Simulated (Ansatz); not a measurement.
Molecule: CH2I, charge 0, multiplicity 2. It need not be the lowest isomer of its formula. 
Coordinates optimised at B3LYP-D3(BJ)/def2-TZVP (Ansatz, a program for electronic structure):
SMILES: [CH2]I
```xyz
4

C     -1.3014    -1.1848     0.0432
I      0.2107     0.1918    -0.0070
H     -1.6801    -1.4924     1.0033
H     -1.6775    -1.5644    -0.8918
```
Charge 0, spin multiplicity 2.

Quantity: vertical ionisation energy (to the singlet state of charge +1; each state is the SCF solution reached for its spin; for the singlet the Hartree-Fock reference is unstable and T1 is 0.048), in eV. Correlated levels leave the core frozen unless marked. Open shells are spin-unrestricted. No spin-orbit coupling. The frozen core is the preceding noble-gas configuration, with the filled d and f shells of earlier blocks. Past Kr the def2 sets carry scalar-relativistic core potentials. CBS marks a two-point X^-3 extrapolation of the correlation energy; Hartree-Fock from the larger set.

```json
[
 {"level": "HF/def2-SVPD", "program": "Ansatz", "vertical ionisation energy (eV)": "8.44"}
]
```

Task: Estimate the value at CCSD(T)/CBS(def2-TZVPPD,def2-QZVPPD) as computed with Ansatz.

Result: 8.42 eV
